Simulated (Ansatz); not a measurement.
GeH2(OiPr)2 (C₆H₁₆GeO₂). Total charge 0; singlet. Geometry PBE-D4/def2-SVP.

```
atom   x (Å)   y (Å)   z (Å)
 Ge1  -1.569   0.296  -0.668
  H2  -2.310  -0.796  -1.477
  H3  -2.270   1.661  -0.458
  O4  -0.031   0.737  -1.484
  C5   0.794  -0.285  -2.068
  C6   2.156  -0.272  -1.378
  C7   0.891  -0.027  -3.570
  H8   0.331  -1.292  -1.911
  H9   2.624   0.728  -1.482
 H10   2.838  -1.027  -1.821
 H11   2.047  -0.494  -0.299
 H12  -0.112  -0.065  -4.040
 H13   1.317   0.981  -3.753
 H14   1.538  -0.778  -4.067
 O15  -1.258  -0.493   0.916
 C16  -0.828   0.292   2.041
 C17   0.505  -0.260   2.542
 C18  -1.920   0.251   3.108
 H19  -0.673   1.357   1.733
 H20   0.394  -1.329   2.815
 H21   0.860   0.296   3.433
 H22   1.279  -0.184   1.753
 H23  -2.865   0.677   2.718
 H24  -2.116  -0.800   3.407
 H25  -1.625   0.824   4.010
```

Task: Estimate the orbital energies around the gap (eV) in Ansatz with HF/STO-3G, PBE-D4/def2-TZVP, r2SCAN-D4/def2-TZVP, PBE0-D4/def2-SVP, CAM-B3LYP-D4/def2-TZVP.

Result: 
| orbital | HF/STO-3G | PBE-D4/def2-TZVP | r2SCAN-D4/def2-TZVP | PBE0-D4/def2-SVP | CAM-B3LYP-D4/def2-TZVP |
| --- | --- | --- | --- | --- | --- |
| HOMO−5 | -11.58 | -8.31 | -8.65 | -9.74 | -11.21 |
| HOMO−4 | -11.06 | -8.06 | -8.39 | -9.39 | -10.85 |
| HOMO−3 | -9.75 | -7.27 | -7.57 | -8.68 | -10.21 |
| HOMO−2 | -9.03 | -6.87 | -7.18 | -8.26 | -9.77 |
| HOMO−1 | -8.22 | -6.38 | -6.70 | -7.84 | -9.35 |
| HOMO | -8.12 | -6.14 | -6.46 | -7.59 | -9.11 |
| LUMO | 10.99 | -0.25 | 0.12 | 1.02 | 1.63 |
| LUMO+1 | 11.85 | 0.00 | 0.40 | 1.21 | 1.76 |
| LUMO+2 | 12.39 | 0.10 | 0.53 | 1.50 | 1.95 |
| LUMO+3 | 14.46 | 0.62 | 1.27 | 1.98 | 2.25 |
| LUMO+4 | 15.85 | 1.03 | 1.66 | 2.47 | 2.68 |
| LUMO+5 | 16.74 | 1.30 | 1.96 | 2.67 | 2.99 |
